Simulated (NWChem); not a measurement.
System meant: GeCl$_{3}$ cation

Here is an NWChem input.

```
start job
memory heap 200 mb stack 900 mb global 1100 mb
charge 1
geometry units angstroms noautoz
  Cl    -0.540927    -1.985701     0.000000
  Ge     0.000000     0.000000     0.000000
  Cl    -1.449204     1.461307     0.000000
  Cl     1.990131     0.524394     0.000000
end
basis spherical
  * library def2-svp
end
dft
  odft
  mult 2
  xc b3lyp
  iterations 150
  mulliken
end
task dft energy
```

End of the output:

```
 Summary of "ao basis" -> "" (spherical)
 ------------------------------------------------------------------------------
       Tag                 Description            Shells   Functions and Types
 ---------------- ------------------------------  ------  ---------------------
 *                          def2-svp                  on all atoms

                                 NWChem DFT Module
                                 -----------------

 Summary of "ao basis" -> "ao basis" (spherical)
 ------------------------------------------------------------------------------
       Tag                 Description            Shells   Functions and Types
 ---------------- ------------------------------  ------  ---------------------
 Cl                         def2-svp                 8       18   4s3p1d
 Ge                         def2-svp                12       32   5s4p3d

 Summary of "ao basis" -> "ao basis" (spherical)
 ------------------------------------------------------------------------------
       Tag                 Description            Shells   Functions and Types
 ---------------- ------------------------------  ------  ---------------------
 Cl                         def2-svp                 8       18   4s3p1d
 Ge                         def2-svp                12       32   5s4p3d

      Symmetry analysis of basis
      --------------------------

        a1'        17
        a1"         1
        a2'         4
        a2"         8
        e'         40
        e"         16

  Rotation of axis
  number of electrons :                   82
  multiplicity        :                    2
 ------------------------------------------------------------------------
  no. of electrons and multiplicity not compatible                  82
 ------------------------------------------------------------------------
 ------------------------------------------------------------------------
  current input line :
    20: task dft energy
 ------------------------------------------------------------------------
 ------------------------------------------------------------------------
 There is an error in the input file
 ------------------------------------------------------------------------
 For more information see the NWChem manual at https://nwchemgit.github.io

0: no. of electrons and multiplicity not compatible:Received an Error in Communication
```

Q: What is wrong, and how is it mended?

A: The program refused the input. Cause: the multiplicity doesn't fit the number of electrons (an even count wants an odd multiplicity, and the reverse). This input runs:
```
start job
memory heap 200 mb stack 900 mb global 1100 mb
charge 1
geometry units angstroms noautoz
  Cl    -0.540927    -1.985701     0.000000
  Ge     0.000000     0.000000     0.000000
  Cl    -1.449204     1.461307     0.000000
  Cl     1.990131     0.524394     0.000000
end
basis spherical
  * library def2-svp
end
dft
  xc b3lyp
  iterations 150
  mulliken
end
task dft energy
```
It converges to -3456.77382 Ha (B3LYP/def2-SVP).
